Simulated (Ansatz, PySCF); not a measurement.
Si(CF3)(F)(H)2 (CH2F4Si), SMILES FC(F)([SiH2]F)F. Atoms are numbered in the order given.

```xyz
8

Si     0.6017    -1.0915     0.0000
F     -0.6850    -2.0741     0.0000
C     -0.0381     0.7246     0.0000
F     -0.7750     1.0097    -1.0792
F     -0.7750     1.0097     1.0792
F      1.0166     1.5586     0.0000
H      1.3851    -1.3007    -1.2414
H      1.3851    -1.3007     1.2414
```
Charge 0, spin multiplicity 1.

Coordinates come from a PBE0-D3(BJ)/def2-SVP optimisation.

Vertical ionisation energy (IE) and electron affinity (EA) in eV. Rows of orbital energies are one-electron estimates. Where ΔSCF, EOM or ADC give a negative EA the extra electron is unbound and the value depends on the basis.

| level | IE | EA |
|---|---|---|
| −ε(HOMO), −ε(LUMO), ωB97X/def2-TZVP (PySCF) | 12.16 | -1.59 |
| −ε(HOMO), −ε(LUMO), PBE/def2-TZVP (PySCF) | 8.09 | 1.45 |
| ΔSCF, PBE0/def2-SVPD (Ansatz), final states of multiplicity 2 and 2 | ___ | ___ |
| ΔSCF, PBE/def2-SVPD (Ansatz), final states of multiplicity 2 and 2 | 11.63 | -0.93 |

**Question.** Some entries are withheld; supply them. (The exact figures need the calculation; the answer reports its results.)

**Answer.** 
- ΔSCF, PBE0/def2-SVPD (Ansatz, a quantum-chemistry and plane-wave program), final states of multiplicity 2 and 2, IE: 12.22
- ΔSCF, PBE0/def2-SVPD (Ansatz), final states of multiplicity 2 and 2, EA: -1.05

**Question.** What vertical singlet–triplet gap does ΔSCF give with PBE0/def2-SVPD (Ansatz) and with PBE/def2-SVPD (Ansatz)? (The exact figures need the calculation; the answer reports its results.)

**Answer.** 7.31 and 6.69 eV (triplet above singlet where positive).
